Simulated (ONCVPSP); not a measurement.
## An all-electron radial function and its pseudo partner (cobalt)

Columns: radius, all-electron u(r) and pseudo u(r) of the 3p shell (level -63.12 eV) of cobalt in the configuration [Ne] 3s2 3p6 3d7.5 4s1.5; PBE, scalar-relativistic, ONCV scheme, ONCVPSP 4.0.1.

```csv
r (bohr),all-electron,pseudo
0.078,-0.4678,0.0410
0.155,-0.6050,0.1564
0.232,-0.3019,0.3304
0.310,0.1552,0.5386
0.388,0.5761,0.7482
0.465,0.8850,0.9318
0.542,1.0782,1.0739
0.620,1.1722,1.1612
0.698,1.1889,1.1847
0.775,1.1539,1.1533
0.852,1.0867,1.0865
0.930,1.0004,1.0002
1.008,0.9062,0.9060
1.085,0.8121,0.8119
1.162,0.7211,0.7210
1.240,0.6347,0.6345
1.318,0.5553,0.5552
1.395,0.4845,0.4844
1.472,0.4212,0.4211
1.550,0.3643,0.3643
1.628,0.3143,0.3142
1.705,0.2711,0.2711
1.782,0.2334,0.2334
1.860,0.2003,0.2003
1.938,0.1717,0.1716
2.015,0.1472,0.1472
```

Task: How many radial nodes do the two functions have?

Result: The all-electron 3p function has n − l − 1 = 1; the pseudo-wave has 0, since the states of the same l below it are removed with the core.

Task: At about which radius was the pseudo-wave matched?

Result: 0.85 bohr, where the columns begin to agree (steps of 0.08 bohr).

Task: Is the pseudo-wave norm-conserving?

Result: Yes: the ONCV scheme keeps the norm inside the radius equal to the all-electron one, which fixes the energy derivative of the logarithmic derivative at the level.
